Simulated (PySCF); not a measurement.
## Pd+ (palladium, charge +1): UHF calculation

Configuration: [Kr] 4d9, 2D determinant. All numbers are calculated (PySCF 2.14, scalar relativity through the core potential, in aug-cc-pVDZ-PP with ECP28MDF (5s5p4d2f, 54 functions)).

| Property | Result |
| --- | --- |
| Total energy | -126.376467 hartree |
| One-electron energy | -220.2502 hartree |
| Hartree (Coulomb) energy | 105.6973 hartree |
| Exchange energy | -11.8236 hartree |
| ⟨S²⟩ | 0.7559 |
| ⟨L²⟩ | 6.037 |
| Sum of ⟨r⟩ | 21.41 bohr |
| Sum of ⟨r²⟩ | 32.46 bohr² |
| Traceless quadrupole moment −½Σ⟨3z² − r²⟩ along its main axis | -0.692 e·bohr² |
| Time after the integrals | 0.41 s of wall time on 1 thread of Neoverse-N1 (shared host) |

```tsv
shell	electrons	mean orbital energy (eV)	spread (eV)	rms radius, mean of both spins (bohr)
4s α	1	-117.81	0	1.02
4s β	1	-115.80	0	1.02
4p α	3	-78.785	1.708	1.13
4p β	3	-76.312	1.133	1.13
4d α	5	-21.108	2.015	1.59
4d β	4	-20.001	1.509	1.59
```

Energies and moments cover only the electrons outside the core potential.
